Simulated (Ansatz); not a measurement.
GaH$_{6}$NSi (`[NH2][GaH][SiH3]`). Total charge 0; spin multiplicity 1. Geometry: relaxed with PBE0-D4/def2-TZVP. It is one conformer, not always the lowest.

```xyz
9

N    -1.552    0.467   -1.128
Ga    0.190   -0.009   -0.938
Si    0.997   -0.326    1.302
H    -2.000    0.627   -2.015
H    -2.186    0.602   -0.358
H     0.993   -0.164   -2.275
H     1.501   -1.715    1.497
H    -0.069   -0.083    2.315
H     2.126    0.600    1.600
```

Question: What is the dipole moment at PBE/def2-TZVPP? (Best estimate.)

Answer: Ansatz gave: 1.30 D, with components (-1.21, 0.34, -0.36) D in this frame, pointing from negative to positive charge.

Question: And with r2SCAN, B3LYP, ωB97M-V? (An estimate is asked.)

Answer: The calculation gave: r2SCAN 1.23 D, B3LYP 1.16 D, ωB97M-V 1.09 D.

Question: Give the Mulliken charges with PBE, B3LYP, ωB97M-V in def2-TZVPP. (Estimate.)

Answer: The calculation gave: 
```json
{"atom": "N1", "PBE": "-0.37", "B3LYP": "-0.38", "ωB97M-V": "-0.36"}
{"atom": "Ga2", "PBE": "0.21", "B3LYP": "0.24", "ωB97M-V": "0.23"}
{"atom": "Si3", "PBE": "0.02", "B3LYP": "0.09", "ωB97M-V": "-0.01"}
{"atom": "H4", "PBE": "0.15", "B3LYP": "0.14", "ωB97M-V": "0.12"}
{"atom": "H5", "PBE": "0.15", "B3LYP": "0.14", "ωB97M-V": "0.12"}
{"atom": "H6", "PBE": "-0.04", "B3LYP": "-0.06", "ωB97M-V": "-0.03"}
{"atom": "H7", "PBE": "-0.04", "B3LYP": "-0.06", "ωB97M-V": "-0.02"}
{"atom": "H8", "PBE": "-0.05", "B3LYP": "-0.06", "ωB97M-V": "-0.03"}
{"atom": "H9", "PBE": "-0.04", "B3LYP": "-0.06", "ωB97M-V": "-0.02"}
```

B3LYP here is the variant with VWN-RPA as its local correlation; programs differ in this.
